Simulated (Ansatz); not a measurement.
`CO[SiH](F)[SeH]` + H₂ → `CO[SiH2]F` + H₂Se at 700 K and 1 bar (hydrogenolysis of the Si–Se bond).

Isolated molecules relaxed with PBE0-D4/def2-TZVP in Ansatz; ΔE leaves out vibrations. CCSD(T)/CBS is the MP2 limit (def2-TZVPP, def2-QZVPP) plus CCSD(T) − MP2 in def2-TZVPP, frozen cores. This one scheme is used for every species. For Se outer-core shells are correlated without core-valence functions, which leaves a few kJ/mol of doubt a bond. Scalar relativity is left out up to krypton. Each species was taken in one conformer, which may not be the lowest.

```
          species  CCSD(T)/CBS energy (Eh)  H − E (kJ/mol)  S (J/(mol·K))
`CO[SiH](F)[SeH]`              -2905.94213           245.2          492.8
               H₂                 -1.17544            46.8          155.3
      `CO[SiH2]F`               -505.20189           228.1          411.9
             H₂Se              -2401.89790            61.1          251.1
```

H − E and S are ideal-gas, rigid-rotor, harmonic terms from PBE0-D4/def2-TZVP, for one conformer and one mirror image of each species. The MP2-based limit puts H₂ 0.8 mEh under its directly extrapolated value; such offsets cancel only in part. 1 Eh = 2625.50 kJ/mol, R = 8.31446 J/(mol·K).

By hand: ΔE, ΔH, ΔS and ΔG.

ΔE = (-505.20189) + (-2401.89790) − (-2905.94213) − (-1.17544) = 0.01778 Eh = 46.7 kJ/mol. Δ(H − E) = 228.1 + 61.1 − 245.2 − 46.8 = -2.8, so ΔH = 43.9 kJ/mol. ΔS = 411.9 + 251.1 − 492.8 − 155.3 = 14.9 J/(mol·K). ΔG = 43.9 − 700 × (14.9)/1000 = 33.5 kJ/mol.

By hand: the equilibrium constant, and the temperature at which ΔG would vanish if ΔH and ΔS stayed fixed.

log₁₀ K = −ΔG/(RT ln 10) = -2.5. ΔG = 0 at ΔH/ΔS = 2946 K, far beyond where these terms or the molecules hold.

The number of gas molecules stays the same, so ΔS is small and ΔH decides. A doubt of 5 kJ/mol in ΔE shifts log₁₀ K by 0.4 here. Other conformers and mirror images would add mixing entropy, several J/(mol·K) or more a flexible species. These are equilibria of isolated gas molecules and say nothing of rates. Largest T1 diagnostic: 0.011 (customary marks: 0.02 for closed shells, 0.045 for open ones).
